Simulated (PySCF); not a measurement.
## Unknown compound

The spectra below were simulated for a compound C8H8O.

1H NMR (400 MHz, computed): δ 7.73 (m, 1H), 6.21 (d, 1H), 3.74 (m, 1H), 2.66 (m, 1H), 2.39 (m, 1H), 2.00 (s, 3H).

13C{1H} NMR (computed): δ 210.3 (C), 173.1 (CH), 140.8 (CH), 85.9 (C), 84.3 (C), 45.5 (CH2), 34.7 (CH), 4.6 (CH3).

[PySCF: GIAO PBE0/pcSseg-1 shieldings; coordinates at the GFN2-xTB level; equivalent nuclei averaged; one conformer; no relativistic terms; no solvent model]

References, each an isolated molecule treated in the same way: 1H (31.72 ppm), 13C (186.93 ppm) vs TMS.

Q: Deduce the structure.

A: 
1. Rings plus π bonds: 5 (1 ring in the answer).
2. 8 carbon signals for 8 carbons: no two carbons are equivalent.
3. Carbon types of the structure: 3 × C, 3 × CH, 1 × CH2, 1 × CH3, which accounts for all hydrogens.
4. δC 210.3: ketone carbonyl carbon; low-lying n→π* states of the double bond to the heteroatom give a large paramagnetic term (-274 ppm).
5. δC 173.1: β carbon of a C=C–C=O unit; conjugation with the carbonyl draws π density from the β position.
6. δC 140.8: α carbon of a C=C–C=O unit; the olefinic region.
7. δC 85.9, 84.3: alkyne carbon; the triple bond shields along its axis, which puts it between sp3 and sp2 carbons.
8. δC 45.5: sp3 CH2 α to a carbonyl; the adjacent C=O deshields it moderately.
9. δH 7.73: hydrogen on a β carbon of a C=C–C=O unit; olefinic region.
10. δH 2.66, 2.39: hydrogen on an sp3 CH2 α to a carbonyl; α to C=O.

The compound is `C1(=O)C=C[C@H](C#CC)C1`.

This is the structure that produced the data. Such data don't tell enantiomers apart.

Shifts are as computed. Against solution values, carbons near 30 ppm lie about +3 ppm off and those near 130 ppm about +5 ppm (rms about the fit 2.1 ppm; single classes can miss by 10 ppm). Of 1328 compounds with measured shifts, 309 miss one by over three times the rms of a fit or turn the order of signals round; such compounds aren't used in these exercises. Signals without a measured value on file couldn't be tested in this way; 1H shifts scatter by 0.2 ppm about their fit, and single ones miss by 0.5 ppm. Multiplicities follow the n + 1 count of equivalent neighbours, as no J values were calculated; m marks all less simple cases, F and P coupling included.
